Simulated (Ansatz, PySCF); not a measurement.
Stretching the Sn1–H2 bond in H3NSn (SMILES [NH2][SnH]) (multiplicity 1 held, fragments rigid). Energies count from the point at 1.789 Å.
Geometry at that point (charge 0, multiplicity 1):
```xyz
5

Sn    -0.1193     0.1766     0.2440
H     -0.5727     1.3686    -1.0102
N      0.6764    -1.0557    -1.1574
H      0.7003    -0.8664    -2.1480
H      1.1017    -1.9447    -0.9411
```

R- and RO- levels are restricted; in cc, def2 and unpolarised 6-31G sets they are followed outwards from rest. U- levels take the lowest unrestricted solution at each point, which mixes spins at long bonds. Levels need not reach the same state.

Rows in 3-21G, LANL2DZ carry no dispersion term and start afresh at each structure; the Pople sets are all-electron and without relativity. LANL2DZ brings its own core potentials from Na on.

The values were computed with Ansatz (Gaussian orbitals); PySCF for 3-21G rows, LANL2DZ rows.  In def2 rows elements past Kr take small-core potentials, without spin–orbit coupling.

Q: One of these levels gives 66.95 kcal/mol for the energy at R = 5.724 Å. Name it.
(A) U-HF/LANL2DZ
(B) R-HF/3-21G
(C) U-B3LYP/def2-TZVPP
(D) R-r2SCAN/def2-TZVPP

A: C, U-B3LYP/def2-TZVPP. The others give 143.18 (R-HF/3-21G), 45.57 (U-HF/LANL2DZ), 92.87 (R-r2SCAN/def2-TZVPP)

Doubts at one or more of the structures used: a restricted determinant that unrestricted orbitals would lower (R-HF/3-21G, R-r2SCAN/def2-TZVPP); a spin-contaminated determinant (U-HF/LANL2DZ, U-B3LYP/def2-TZVPP).

Ansatz is an electronic-structure program.
